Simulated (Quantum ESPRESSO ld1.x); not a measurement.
The numbers below are computed, except where a source is named.
Tb16+, configuration [Kr] 4d10 4f3. Level of theory: scalar-relativistic Kohn-Sham, PBE, spin-unpolarised, spherical densities, point nucleus (ld1.x of Quantum ESPRESSO 7.5).

Unscreened Slater integrals over Kohn-Sham orbitals (eV).

integral,value
"F0(4f,4f)",39.909
"F2(4f,4f)",20.403
"F4(4f,4f)",13.130
"F6(4f,4f)",9.5469
"F0(4f,4d)",40.602
"F2(4f,4d)",20.412
"F4(4f,4d)",13.290
"G1(4f,4d)",23.415
"G3(4f,4d)",15.251
"G5(4f,4d)",10.945
"F0(4f,4p)",41.616
"F2(4f,4p)",21.197
"G2(4f,4p)",18.463
"G4(4f,4p)",12.995
"F0(4f,4s)",42.551
"G3(4f,4s)",15.592
"F0(4d,4d)",41.742
"F2(4d,4d)",21.392
"F4(4d,4d)",14.424
"F0(4d,4p)",42.761
"F2(4d,4p)",22.084
"G1(4d,4p)",27.951
"G3(4d,4p)",17.641
"F0(4d,4s)",43.700
"G2(4d,4s)",21.887
"F0(4p,4p)",43.921
"F2(4p,4p)",23.082
"F0(4p,4s)",44.932
"G1(4p,4s)",30.581
"F0(4s,4s)",46.041

Derived for the open shells (J is the average intra-shell exchange parameter used in DFT+U). 4f: F4/F2 = 0.644, F6/F2 = 0.468, J = (286 F2 + 195 F4 + 250 F6)/6435 = 1.676 eV.
